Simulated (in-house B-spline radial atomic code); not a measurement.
Relativistic effects in the zinc ion Zn⁴⁺, [Ar] 3d8: non-relativistic Hartree-Fock (point nucleus) against Dirac-Hartree-Fock (Fermi nucleus of rms radius 3.9283 fm), both averages of the configuration, computed with a B-spline radial code for spherical atoms.

```json
{"orbital": "1s1/2", "ε NR (Eh)": "-355.81", "ε Dirac (Eh)": "-360.26", "<r> NR (bohr)": "0.05109", "<r> Dirac (bohr)": "0.05028", "change of <r> (%)": "-1.6"}
{"orbital": "2s1/2", "ε NR (Eh)": "-46.906", "ε Dirac (Eh)": "-47.888", "<r> NR (bohr)": "0.2288", "<r> Dirac (bohr)": "0.225", "change of <r> (%)": "-1.7"}
{"orbital": "2p1/2", "ε NR (Eh)": "-41.467", "ε Dirac (Eh)": "-42.28", "<r> NR (bohr)": "0.1995", "<r> Dirac (bohr)": "0.1957", "change of <r> (%)": "-1.9"}
{"orbital": "2p3/2", "ε NR (Eh)": "-41.467", "ε Dirac (Eh)": "-41.392", "<r> NR (bohr)": "0.1995", "<r> Dirac (bohr)": "0.1991", "change of <r> (%)": "-0.2"}
{"orbital": "3s1/2", "ε NR (Eh)": "-8.0493", "ε Dirac (Eh)": "-8.2181", "<r> NR (bohr)": "0.6803", "<r> Dirac (bohr)": "0.671", "change of <r> (%)": "-1.4"}
{"orbital": "3p1/2", "ε NR (Eh)": "-6.2237", "ε Dirac (Eh)": "?", "<r> NR (bohr)": "0.7009", "<r> Dirac (bohr)": "?", "change of <r> (%)": "?"}
{"orbital": "3p3/2", "ε NR (Eh)": "-6.2237", "ε Dirac (Eh)": "-6.2249", "<r> NR (bohr)": "0.7009", "<r> Dirac (bohr)": "0.6998", "change of <r> (%)": "-0.1"}
{"orbital": "3d3/2", "ε NR (Eh)": "-3.2054", "ε Dirac (Eh)": "-3.1953", "<r> NR (bohr)": "0.7641", "<r> Dirac (bohr)": "0.7644", "change of <r> (%)": "0.0"}
{"orbital": "3d5/2", "ε NR (Eh)": "-3.2054", "ε Dirac (Eh)": "?", "<r> NR (bohr)": "0.7641", "<r> Dirac (bohr)": "?", "change of <r> (%)": "?"}
```

(1) What happens to 3p1/2?

(2) What happens to 3d5/2?

(3) What explains the pattern of contraction and expansion?

(4) By how much does the total energy change?

Answers

(1) Its energy goes to -6.3491 hartree and <r> to 0.6909 bohr (-1.43 %).

(2) Its energy goes to -3.1787 hartree and <r> to 0.7683 bohr (+0.55 %).

(3) Expansion is seen in 3d5/2. The s and p1/2 orbitals contract directly, screen the nucleus better, and so push out orbitals that have little density near the nucleus; spin-orbit coupling adds to this for j = l + 1/2 and opposes it for j = l - 1/2.

(4) By -16.777 hartree, from -1773.396 to -1790.173.
